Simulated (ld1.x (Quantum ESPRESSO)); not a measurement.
# u(r) = r·R(r): atom against pseudo-atom (Cs (Z = 55))

Columns: radius, all-electron u(r) and pseudo u(r) of the 5p shell (level -13.69 eV) of caesium in the configuration [Kr] 4d10 5s2 5p6 5d1 6s0 6p0; LDA (PZ), scalar-relativistic, ultrasoft scheme, ld1.x (Quantum ESPRESSO) 7.5.

```tsv
r (bohr)	all-electron	pseudo
0.233	-0.2513	-0.0282
0.465	0.3041	-0.1077
0.698	0.3132	-0.2258
0.930	-0.0730	-0.3624
1.162	-0.4419	-0.4965
1.395	-0.6738	-0.6088
1.628	-0.7755	-0.6842
1.860	-0.7863	-0.7154
2.093	-0.7428	-0.7036
2.325	-0.6719	-0.6568
2.558	-0.5900	-0.5870
2.790	-0.5078	-0.5081
3.023	-0.4304	-0.4305
3.255	-0.3609	-0.3609
3.488	-0.2999	-0.2999
3.720	-0.2477	-0.2477
3.953	-0.2034	-0.2034
4.185	-0.1664	-0.1664
4.418	-0.1357	-0.1357
4.650	-0.1104	-0.1104
4.883	-0.0895	-0.0895
5.115	-0.0726	-0.0726
5.348	-0.0587	-0.0587
5.580	-0.0474	-0.0474
5.813	-0.0383	-0.0383
6.045	-0.0309	-0.0309
```

Problem. How many radial nodes do the two functions have?

Solution. The all-electron 5p function has n − l − 1 = 3 (the table is too coarse to show those close to the nucleus); the pseudo-wave has 0, since the states of the same l below it are removed with the core.

Problem. At about which radius was the pseudo-wave matched?

Solution. 3.20 bohr. The columns agree to 0.0005 from 2.79 bohr on; several derivatives are matched, so the curves merge somewhat inside the radius.

Problem. Is the pseudo-wave norm-conserving?

Solution. No, it belongs to an ultrasoft set: the norm inside the radius is not constrained, and the difference is carried by the augmentation charge.
